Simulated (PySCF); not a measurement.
Computed Raman spectrum (relative Raman activity) of a molecule C2H8O2Si. Coordinates come from a B3LYP-D3(BJ)/def2-SVP optimisation. One conformer was computed; it need not be the lowest. The numbers are results of B3LYP-D3(BJ)/def2-SVP (PySCF 2.14.0), not measurements. Frequencies are harmonic and unscaled.

Lines under 2 % of the strongest are left out, and lines within 2 cm⁻¹ are merged.

```csv
ν (cm⁻¹),relative intensity
569,10
703,4.5
736,9.7
837,7.0
879,3.3
913,5.2
963,6.1
976,8.4
1000,2.6
1233,2.1
1286,2.8
1381,5.1
1398,4.2
1458,9.0
1475,11
2178,77
2239,100
3014,100
3045,81
3092,49
3109,63
3785,49
3795,31
```

Problem. Pick the molecule that these values belong to.
A) OC[SiH2]CO
B) C[Si@H](O)CO
C) C[C@H](O)[SiH2]O
D) COCO[SiH3]

Solution. C, C[C@H](O)[SiH2]O
